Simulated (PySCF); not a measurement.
# Dipole response of O⁺ (oxygen, charge +1)

[He] 2s2 2p3, high-spin 4S determinant. All numbers are calculated (PySCF 2.14, the non-relativistic Hamiltonian (point nucleus), in aug-cc-pVDZ (4s3p2d, 23 functions)). Coupled (time-dependent) response in atomic units; α is the mean over directions. A double-zeta set is small for polarisabilities.

| method | mean α (bohr³) | C₆ (like pair) | S(−4) |
| --- | --- | --- | --- |
| UHF | 2.639 | 5.078 | 4.834 |
| PBE | 2.628 | 5.228 | 4.067 |
| PBE0 | 2.605 | 5.143 | 4.081 |
| wB97M-V | 2.571 | 5.137 | 3.609 |
| BP86 | 2.647 | 5.289 | 4.078 |

S(−4) is the Cauchy moment in α(ω) = α(0) + S(−4) ω² + …

α(iu) at PBE:

```csv
u (hartree),α(iu) (bohr³)
0,2.628
0.0500,2.618
0.100,2.589
0.200,2.481
0.300,2.331
0.500,1.995
0.750,1.617
1.00,1.316
1.50,0.8938
2.00,0.6330
3.00,0.3563
5.00,0.1542
```

A single London oscillator, α(iu) = α/(1 + u²/ω²), gives C₆ = (3/4) ω α². Matching the computed C₆ needs ω = 4 × 5.228 / (3 × 2.628²) = 1.01 hartree.

For an ion, C₆ is the dispersion term alone; charge-induced terms of lower order in 1/R come first.
